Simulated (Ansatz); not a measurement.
Computed with Ansatz on PBE0-D4/def2-TZVP structures; ΔE is electronic, products minus reactants. CBS: MP2 limit from def2 TZ/QZ plus the TZ coupled-cluster correction, frozen cores. Functionals use def2-TZVPP. B3LYP here is the variant with VWN-RPA as its local correlation; programs differ in this. For Mg outer-core shells are correlated without core-valence functions, which leaves a few kJ/mol of doubt a bond. Each species was taken in one conformer, which may not be the lowest.

Consider the redistribution: `F[Si](F)(O[SiH3])O[SiH3]` + `C[S][Mg][Cl]` → `F[Si](F)(Cl)O[SiH3]` + `C[S][Mg][O][SiH3]`.

`F[Si](F)(O[SiH3])O[SiH3]`:

Cartesian coordinates in Å:
```
F -2.621 0.639 -0.499
Si -1.458 -0.133 0.229
F -2.128 -1.078 1.296
O -0.664 -1.041 -0.819
Si 0.463 -1.215 -2.000
O -0.523 0.940 0.956
Si 0.837 1.335 1.787
H 1.043 -2.573 -1.885
H -0.184 -1.045 -3.323
H 1.525 -0.192 -1.825
H 1.182 2.738 1.461
H 1.945 0.433 1.381
H 0.582 1.194 3.241
```

`C[S][Mg][Cl]`:

Cartesian coordinates in Å:
```
C 0.343 1.095 -0.495
S -0.518 -0.358 -1.194
Mg -0.637 -1.797 0.564
Cl -0.742 -3.165 2.259
H 1.347 0.848 -0.152
H 0.430 1.824 -1.300
H -0.222 1.552 0.317
```

`F[Si](F)(Cl)O[SiH3]`:

Z-matrix (Å, degrees):
```
Si
F 1 1.574
Cl 1 2.011 2 108.9
F 1 1.574 2 107.0 3 117.6
O 1 1.587 2 110.5 3 -122.1
Si 5 1.645 1 158.2 2 -58.5
H 6 1.480 5 107.7 1 179.5
H 6 1.482 5 109.1 1 59.7
H 6 1.482 5 109.1 1 -60.6
```

`C[S][Mg][O][SiH3]`:

Cartesian coordinates in Å:
```
C -1.212 1.226 2.696
S -0.993 -0.572 2.452
Mg -0.105 -0.725 0.361
O 0.593 -0.833 -1.283
Si 1.222 -0.941 -2.763
H -0.264 1.761 2.660
H -1.638 1.358 3.691
H -1.904 1.655 1.971
H 0.310 -0.347 -3.785
H 2.526 -0.221 -2.853
H 1.465 -2.362 -3.148
```

```csv
species,B3LYP energy (Eh)
`F[Si](F)(O[SiH3])O[SiH3]`,-1222.80828
`C[S][Mg][Cl]`,-1098.59354
`F[Si](F)(Cl)O[SiH3]`,-1316.40470
`C[S][Mg][O][SiH3]`,-1004.96559
```

Problem. Work out ΔE.

Solution. ΔE = (-1316.40470) + (-1004.96559) − (-1222.80828) − (-1098.59354) = 0.03153 Eh = +19.8 kcal/mol. CCSD(T)/CBS gives +19.1 kcal/mol.

Largest T1 diagnostic among the species: 0.011.

The D4 term adds +1.0 kcal/mol with B3LYP and +0.7 kcal/mol with PBE0; it sums over pairs of atoms, weighted by their polarisabilities, and B3LYP, whose exchange is more repulsive, gets the larger term. In def2-TZVPP, CCSD(T) changes the Hartree–Fock value by −5.7 kcal/mol (the triples alone add −0.8 kcal/mol) and MP2 by −6.8 kcal/mol. From PBE to PBE0 (25 % exact exchange), in def2-TZVPP and without D4, ΔE moves by +2.1 kcal/mol.
